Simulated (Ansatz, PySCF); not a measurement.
BH₂O₂, SMILES O[B]O (connectivity only; charge and spin as stated), charge +1, multiplicity 1. Atoms are numbered in the order given.

```xyz
5

O      1.1014     0.3615    -0.5358
B     -0.0353     0.0362    -0.1093
O     -1.2261    -0.2427     0.1806
H      1.9770    -0.0558    -0.5326
H     -1.7959    -0.0876     0.9501
```
Charge +1, spin multiplicity 1.

Geometry optimised at B3LYP-D3(BJ)/def2-TZVP. The spin state was assumed, not searched. The isomer is the one that the SMILES or the coordinates give; other isomers of the formula were not compared. The values are those of a single conformer.

Two levels are set side by side: PBE-D3(BJ)/def2-TZVP (Ansatz, a quantum-chemistry and plane-wave program) and B3LYP-D3(BJ)/def2-TZVP (Ansatz). Each level has its own optimised geometry; the coordinates shown are those of the second. Frequencies come from the Hessian of PySCF at each geometry. Differences are taken from unrounded values.

| quantity | B3LYP-D3(BJ) | PBE-D3(BJ) | PBE-D3(BJ) minus B3LYP-D3(BJ) |
|---|---|---|---|
| mean bond length (Å) | 1.113 | 1.122 | 0.009 |
| bond O1–B2 (Å) | 1.257 | 1.267 | 0.010 |
| bond B2–O3 (Å) | 1.257 | 1.267 | 0.010 |
| bond O1–H4 (Å) | 0.970 | 0.978 | 0.008 |
| bond O3–H5 (Å) | 0.970 | 0.978 | 0.008 |
| highest harmonic wavenumber (cm⁻¹) | 3767 | 3681 | -87 |
| mean harmonic wavenumber (cm⁻¹) | 1454 | 1429 | -25 |
| zero-point energy (kcal/mol) | 18.70 | 18.38 | -0.32 |

Exact exchange shortens and stiffens bonds; PBE has none. Differences between two approximate levels are no errors against the true value.
